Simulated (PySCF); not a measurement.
**Tc⁺ (technetium, charge +1): UHF calculation**

Configuration: [Kr] 4d5 5s1, high-spin 7S determinant. All numbers are calculated (PySCF 2.14, scalar relativity through the core potential, in aug-cc-pVDZ-PP with ECP28MDF).

| Property | Result |
| --- | --- |
| Total energy | -79.642316 hartree |
| One-electron energy | -133.6197 hartree |
| Hartree (Coulomb) energy | 62.1685 hartree |
| Exchange energy | -8.1911 hartree |
| ⟨S²⟩ | 12.0011 |
| ⟨L²⟩ | 0.000 |
| Sum of ⟨r⟩ | 20.72 bohr |
| Sum of ⟨r²⟩ | 39.43 bohr² |
| Time after the integrals | 0.13 s of wall time on 1 thread of Neoverse-V2 (shared host) |

```
shell  electrons  mean orbital energy (hartree)  rms radius, mean of both spins (bohr)
 4s α          1                       -3.72071                                   1.14
 4s β          1                       -3.41783                                   1.14
 4p α          3                       -2.52893                                   1.27
 4p β          3                       -2.14906                                   1.27
 4d α          5                       -0.79265                                   1.78
 5s α          1                       -0.52918                                   3.36
```

Energies and moments cover only the electrons outside the core potential.
